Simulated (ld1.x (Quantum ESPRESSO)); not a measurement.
# Mo: one change to a TM potential, before and after

molybdenum, norm-conserving Troullier–Martins (Kleinman–Bylander form), made with ld1.x (Quantum ESPRESSO) 7.5 (PBEsol, scalar-relativistic). Core [Kr], reference 4d5.5 5s0.5 5p0. Waves: 5s (bound): rc 2.40 bohr; 5p (bound, empty): rc 4.10 bohr; 4d (bound): rc 2.40 bohr; 4f channel at 0.35 Ry: rc 3.80 bohr. Local part: all-electron potential smoothed inside 2.60 bohr (lloc = -1). Core correction: none.

All-electron outer shells of the reference configuration (PBEsol, scalar-relativistic, ld1.x):

```tsv
shell	level (eV)	outermost node (bohr)	outermost maximum (bohr)
4s	-63.14	0.51	0.99
4p	-37.35	0.52	1.08
5s	-3.77	1.35	2.97
4d	-2.98	0.53	1.40
5p	-0.84	1.55	4.21
```

Change: wave 4d (bound): rc 2.40 bohr becomes 4d (bound): rc 1.60 bohr.

Cutoffs: the cutoffs (Ry, on a coarse ladder) from which the occupation-weighted sum of valence levels, in a spherical-Bessel basis at the reference potential, stays within 10 and 1 mRy of its value at 400 Ry; they do not see the model core or the augmentation charge, which bear on the density cutoff. Errors are all-electron minus pseudo energies relative to the spin-unpolarised reference configuration.

Q: What does the change do?

A: The potential gets harder (35 Ry and 40 Ry → 45 Ry and 50 Ry); of the 7 tests that both files solve, the error grows in 2 and shrinks in 1 by more than 15 % and 0.3 meV (median size 14.5 → 4.7 meV); the range in which the d phases agree widens (upper end 0.6 → 2.5); neither file shows a bound ghost at the reference potential, the only one tested. A smaller radius makes the pseudo-wave follow the all-electron one further in, where it bends more sharply, so more plane waves are needed.

```tsv
quantity	base	changed
cutoff, loose	35 Ry	45 Ry
cutoff, tight	40 Ry	50 Ry
loose cutoff by channel (10 mRy a level)	s 6 Ry, d 30 Ry	s 6 Ry, d 35 Ry
bound ghosts	none	none
error for 4d5 5s1 5p0, meV [ΔE -0.29 eV]	-3.4	-4.7
error for 4d5 5s0 5p0, meV [ΔE 6.62 eV]	+3.3	+3.4
error for 4d4 5s0 5p0, meV [ΔE 22.07 eV]	-32	-34
error for 4d4 5s2 5p0, meV [ΔE -0.11 eV]	+14	-1.6
error for 4d2 5s0 5p0, meV [ΔE 88.27 eV]	-320	-495
error for 4d4 5s1 5p0, meV [ΔE 7.80 eV]	+64	+57
error for 4d5 5s0.5 5p0, meV [ΔE 2.45 eV]	+0.3	+0.3
s: phases at 4.45 bohr within 0.05 rad from the reference energy up to (Ry; the scan ends near 5)	0.2	0.2
p: phases at 4.45 bohr within 0.05 rad from the reference energy up to (Ry; the scan ends near 5)	0.8	0.8
d: phases at 4.45 bohr within 0.05 rad from the reference energy up to (Ry; the scan ends near 5)	0.6	2.5
f: phases at 4.45 bohr within 0.05 rad from the reference energy up to (Ry; the scan ends near 5)	1.9	1.9
```

Base: These tests converged, but a pseudo level misses the all-electron one widely, so the file describes the atom poorly there or has found another state: 4d2 5s0 5p0: empty 5s by 10.4 eV (a node warning on the way). Changed file: These tests converged, but a pseudo level misses the all-electron one widely, so the file describes the atom poorly there or has found another state: 4d2 5s0 5p0: empty 5s by 10.7 eV (a node warning on the way).
